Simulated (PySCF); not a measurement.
## Two-dimensional NMR puzzle

Compound of formula C₅H₁₄OSi. Correlations simulated from computed shifts and the bond graph:

HSQC (one-bond C–H):
```csv
δH,δC
1.41,41.1
1.29,30.0
1.10,9.8
```

COSY cross peaks (H two or three bonds apart, from the bond graph; peaks can be absent where the dihedral angle is near 90°):
```csv
δH,δH
1.41,1.10
```

HMBC (two and three bonds, from the bond graph; two-bond peaks within aromatic rings are usually weak or absent):
```csv
δH,δC
4.96,73.5
1.41,"73.5, 30.0, 9.8"
1.29,"73.5, 41.1, 30.0"
1.10,"73.5, 41.1"
```

Carbons without hydrogens: δ 73.5.

PySCF calculation with GFN2-xTB structure and shielding tensors at PBE0/pcSseg-1 (GIAO); non-relativistic Hamiltonian, one computed conformer, equivalent nuclei averaged, gas phase.

Referencing at the same level of theory: ¹H, ¹³C vs TMS.

Exchangeable hydrogens are left out of these lists.

Which molecule is this?

## Answers

SMILES CC(CC)(C)O[SiH3].

Atom-mapped SMILES (the numbers label the heavy atoms): `[CH3:1][CH2:2][C:3]([CH3:4])([CH3:5])[O:6][SiH3:7]`. Each H is labelled by its parent atom.

1. δC 73.5 is C3, a fully substituted sp3 carbon bonded to O.
2. δC 41.1 is C2, an sp3 CH2 (δH 1.41).
3. δC 30.0 is C4/C5, a methyl carbon (δH 1.29).
4. δC 9.8 is C1, a methyl carbon (δH 1.10).
5. HMBC from δH 4.96 reaches the proton-free carbon C3.
6. HMBC from δH 1.41 reaches the proton-free carbon C3.
7. HMBC from δH 1.29 reaches the proton-free carbon C3.
8. HMBC from δH 1.10 reaches the proton-free carbon C3.
9. COSY links 1.41–1.10.

The shifts were computed for this structure.

Shifts are as computed. Against solution values, carbons near 30 ppm lie about +3 ppm off and those near 130 ppm about +5 ppm (rms about the fit 2.1 ppm; single classes can miss by 10 ppm). Of 1328 compounds with measured shifts, 309 miss one by over three times the rms of a fit or turn the order of signals round; such compounds aren't used in these exercises. Signals without a measured value on file couldn't be tested in this way; 1H shifts scatter by 0.2 ppm about their fit, and single ones miss by 0.5 ppm.
